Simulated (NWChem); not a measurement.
System: AlO, doublet; SMILES [Al]=[O]

The following NWChem deck was run.

```
start job
memory heap 200 mb stack 900 mb global 1100 mb
geometry units angstroms
  Al     0.000000     0.000000    -0.622993
  O      0.000000     0.000000     0.996825
end
basis spherical
  * library 3-21g
end
dft
  odft
  mult 2
  xc b3lyp
  iterations 150
end
driver
  maxiter 120
end
task dft optimize
task dft freq
```

No stability test was run on the SCF state.

The level has its own optimisation; frequencies are unscaled.

Q: What results follow from this input? (B3LYP/3-21G, spin-unrestricted.) Quantities: basis functions; r Al–O (Å); highest harmonic frequency (cm⁻¹); zero-point energy (kcal/mol); dipole (D).

A: 
| Quantity | Value |
|---|---|
| number of basis functions | 22 |
| r Al–O (Å) | 1.673 |
| highest harmonic frequency (cm⁻¹) | 929 |
| zero-point energy (kcal/mol) | 1.3 |
| dipole (D) | 2.74 |
